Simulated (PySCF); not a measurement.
trisilane (H₈Si₃), singlet, geometry from GFN2-xTB. Base run: BLYP/STO-3G (PySCF).

PySCF was given this input:
```python
from pyscf import gto, scf, dft

mol = gto.M(
    atom='''
Si    1.844347    0.778114   -0.032315
Si    0.164165   -0.812706   -0.092287
Si   -1.998435   -0.015297    0.118937
H     3.199017    0.233124   -0.147584
H     1.701845    1.753556   -1.117068
H     1.816064    1.543718    1.217351
H     0.413797   -1.824509    0.949779
H     0.276432   -1.592490   -1.337797
H    -2.320290    0.952466   -0.933897
H    -2.193734    0.681556    1.393588
H    -3.034216   -1.048978    0.054940
''',
    basis='sto-3g',
    charge=0,
    spin=0,
    verbose=4,
)

mf = dft.RKS(mol)
mf.xc = 'blyp'
mf.kernel()
```

Variants of this job, named by their change:

```tsv
change	ΔE vs base (mEh)	SCF cycles
base	0.000	7
diis_space = 4	0.000	8
diis_space = 2	0.000	13
DIIS = ADIIS	0.000	8
conv_tol_grad = 1e-3	0.000	7
damp = 0.5; diis_start_cycle = 5	0.000	8
conv_tol = 1e-7	0.000	6
init_guess = 1e	0.000	11
init_guess = sap	0.000	8
level_shift = 1.0 (with mf.max_cycle = 100)	0.000	21
DIIS = EDIIS	0.000	46
conv_tol_grad = 1e-7	0.000	9
level_shift = 0.1 (with mf.max_cycle = 100)	0.000	8
```
